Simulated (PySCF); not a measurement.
Si(CCH)2(Cl)2 (C4H2Cl2Si), SMILES Cl[Si](C#C)(Cl)C#C. Coordinates come from a PBE-D3(BJ)/def2-SVP optimisation.

Computed equilibrium geometry at PBE-D3(BJ)/def2-SVP (PySCF confirms it by a frequency run) as bond lengths and angles, and its point group:
point group C2v.
Atoms: C1 C2 Si3 Cl4 Cl5 C6 C7 H8 H9. Bond lengths (Å): C1–C2 1.228, C1–H8 1.083, C2–Si3 1.820, Si3–Cl4 2.067, Si3–Cl5 2.067, Si3–C6 1.820, C6–C7 1.228, C7–H9 1.083. Bond angles (°): C2–C1–H8 179.9, C1–C2–Si3 179.7, C2–Si3–Cl4 109.2, C2–Si3–Cl5 109.2, C2–Si3–C6 110.9, Cl4–Si3–Cl5 108.9, Cl4–Si3–C6 109.2, Cl5–Si3–C6 109.2, Si3–C6–C7 179.7, C6–C7–H9 179.9.
Charge 0, spin multiplicity 1.
